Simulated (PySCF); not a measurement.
# GaS⁻: script and output

Input:

```python
from pyscf import gto, scf, mp

mol = gto.M(
    atom='Ga 0 0 0; S 0 0 2.175',
    basis='ano-rcc-vdzp',
    charge=-1,
    spin=0,
    symmetry=True,
    verbose=4,
)
mf = scf.RHF(mol)
mf = mf.sfx2c1e()
mf.kernel()
mp.MP2(mf, frozen=14).kernel()
mf.dip_moment()
print('orbital energies (hartree):', mf.mo_energy[..., max(0, mol.nelec[1]-3):mol.nelec[0]+3].round(4))
```

```bash
$ OMP_NUM_THREADS=1 python input.py
```

The log (some set-up lines and the per-cycle HOMO/LUMO lines with their warnings removed):

```
PySCF version 2.14.0

[INPUT] Symbol           X                Y                Z      unit          X                Y                Z       unit  Magmom
[INPUT]  1 Ga     0.000000000000   0.000000000000   0.000000000000 AA    0.000000000000   0.000000000000   0.000000000000 Bohr   0.0
[INPUT]  2 S      0.000000000000   0.000000000000   2.175000000000 AA    0.000000000000   0.000000000000   4.110154320929 Bohr   0.0

nuclear repulsion = 120.676734076469
point group symmetry = Coov
symmetry origin: [0.         0.         1.39920147]
symmetry axis x: [1. 0. 0.]
symmetry axis y: [0. 1. 0.]
symmetry axis z: [0. 0. 1.]
num. orbitals of irrep A1 = 19
num. orbitals of irrep E1x = 10
num. orbitals of irrep E1y = 10
num. orbitals of irrep E2x = 3
num. orbitals of irrep E2y = 3
number of shells = 6
number of NR pGTOs = 204
number of NR cGTOs = 45
basis = ano-rcc-vdzp
ecp = {}

******** <class 'pyscf.x2c.sfx2c1e.sfX2C1eSymAdaptedRHF'> ********
method = sfX2C1eSymAdaptedRHF
initial guess = minao
damping factor = 0
level_shift factor = 0
DIIS = <class 'pyscf.scf.diis.CDIIS'>
SCF conv_tol = 1e-09
SCF max_cycles = 50

******** <class 'pyscf.x2c.sfx2c1e.SpinFreeX2CHelper'> ********
approx = 1e
xuncontract = 1
Freeze 0 electrons in irreps []
    48 free electrons in irreps A1 E1x E1y E2x E2y
Initial guess from minao.
init E= -2340.76101596331
cycle= 1 E= -2340.80418994629  delta_E= -0.0432  |g|= 0.453  |ddm|= 1.82
cycle= 2 E= -2340.85359806957  delta_E= -0.0494  |g|= 0.37  |ddm|= 1.42
cycle= 3 E= -2340.90415507964  delta_E= -0.0506  |g|= 0.0391  |ddm|= 0.517
cycle= 4 E= -2340.90476043669  delta_E= -0.000605  |g|= 0.0219  |ddm|= 0.105
cycle= 5 E= -2340.90488819173  delta_E= -0.000128  |g|= 0.00377  |ddm|= 0.0461
cycle= 6 E= -2340.90490310938  delta_E= -1.49e-05  |g|= 0.00126  |ddm|= 0.0209
cycle= 7 E= -2340.90490494298  delta_E= -1.83e-06  |g|= 0.000482  |ddm|= 0.00611
cycle= 8 E= -2340.90490531064  delta_E= -3.68e-07  |g|= 0.000131  |ddm|= 0.00312
cycle= 9 E= -2340.9049053388  delta_E= -2.82e-08  |g|= 1.99e-05  |ddm|= 0.000987
cycle= 10 E= -2340.90490533914  delta_E= -3.34e-10  |g|= 3.02e-06  |ddm|= 6.7e-05
Extra cycle  E= -2340.90490533915  delta_E= -8.64e-12  |g|= 1.13e-06  |ddm|= 6.76e-06
converged SCF energy = -2340.90490533915

******** <class 'pyscf.mp.mp2.RMP2'> ********
nocc = 10, nmo = 31
frozen orbitals 14
E(RMP2) = -2341.29208908479  E_corr = -0.387183745638866
E(SCS-RMP2) = -2341.26072228252  E_corr = -0.35581694336992
E_corr(same-spin) = -0.125542559303906
E_corr(oppo-spin) = -0.261641186334959
Dipole moment(X, Y, Z, Debye):  0.00000, -0.00000, -7.54062
orbital energies (hartree): [-0.1199 -0.1199 -0.0967  0.2519  0.2519  0.3544]
```

In short: E(SCF) = -2340.904905 Eh, 10 cycles, E(MP2) − E(SCF) = -0.38718 Eh.

Run time: 3.9 s on 1 thread of Intel Xeon Platinum 8375C @ 2.90GHz (shared host), peak memory 0.15 GiB.

The basis has no diffuse functions, which an anion needs. Stability towards an unrestricted solution was not tested. The bond length is a typed value, not an optimised one. The dipole of an ion depends on the origin.
